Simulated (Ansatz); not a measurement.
System: sum formula TaO4H4, net charge 0, doublet state. The spin state was set by rule; other spins were not relaxed. 
Coordinates optimised at B3LYP-D3(BJ)/def2-TZVP (Ansatz, an electronic-structure program):
```
Ta
O 1 1.9222
H 2 0.9578 1 133.65
O 1 1.9222 2 93.89 3 142.97
H 4 0.9578 1 133.65 2 142.97
O 1 1.9222 2 141.25 3 33.79
H 6 0.9578 1 133.65 2 33.79
O 1 1.9222 2 98.76 3 -73.77
H 8 0.9578 1 133.65 2 -73.77
```
Charge 0, spin multiplicity 2.

Basis-set convergence of Hartree-Fock and MP2 correlation energies (hartree) with Ansatz. Correlated levels leave the core frozen unless marked. UHF or UKS for open shells. No spin-orbit coupling. The frozen core is the preceding noble-gas configuration, with the filled d and f shells of earlier blocks. In def2 rows, elements after Kr have scalar-relativistic effective core potentials.

```csv
basis,functions,E(HF),"E(corr, MP2)"
def2-SVP,108,-358.11408,-0.88982
def2-TZVPP,236,[?],[?]
```

Task: Complete the blanks.

Result: 
- def2-TZVPP, E(HF): -358.52341
- def2-TZVPP, E(corr, MP2): -1.12967
